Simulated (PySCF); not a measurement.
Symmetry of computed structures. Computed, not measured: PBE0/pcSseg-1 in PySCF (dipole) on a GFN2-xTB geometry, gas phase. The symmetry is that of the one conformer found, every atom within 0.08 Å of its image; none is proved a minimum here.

(1) `[CH3:1][CH2:2][O:3][c:4]1[cH:5][cH:6][cH:7][n:8][cH:9]1` with C1–C2–O3–C4 180°, C2–O3–C4–C5 180°: symmetry, top, dipole?

(2) What symmetry has `[CH2:1]=[CH:2][C@H:3]1[SiH2:4][C@H:5]([SiH3:6])[SiH2:7]1` with C1–C2–C3–Si4 127°, C2–C3–Si4–C5 130°, C3–Si4–C5–Si6 113°, Si4–C5–Si7–C3 9°, C2–C3–Si7–C5 -130°?

(3) What symmetry has `[OH:1][C@@:2]12[CH2:3][CH2:4][CH2:5][C@@H:6]1[CH2:7]2` with H–O1–C2–C3 -64°, O1–C2–C3–C4 162°, C2–C3–C4–C5 -27°, C3–C4–C5–C6 27°, C4–C5–C6–C7 48°?

Answers

(1) Cs; near-prolate asymmetric top; symmetry number 1; 2 operations, which sort the 18 atoms into 16 sets; dipole 2.03 D, in the ab plane, which is the mirror; A, B, C = 5045, 935.2, 796.9 MHz.

(2) Cs; near-prolate asymmetric top; symmetry number 1; 2 operations, which sort the 19 atoms into 15 sets; dipole 0.45 D, in the ac plane, which is the mirror; A, B, C = 3031, 807.0, 703.9 MHz; heavy atoms equivalent by symmetry: Si4/Si7.

(3) C1; asymmetric top; symmetry number 1; this conformer is chiral (no improper operation); dipole 1.67 D; A, B, C = 4481, 2624, 2130 MHz.
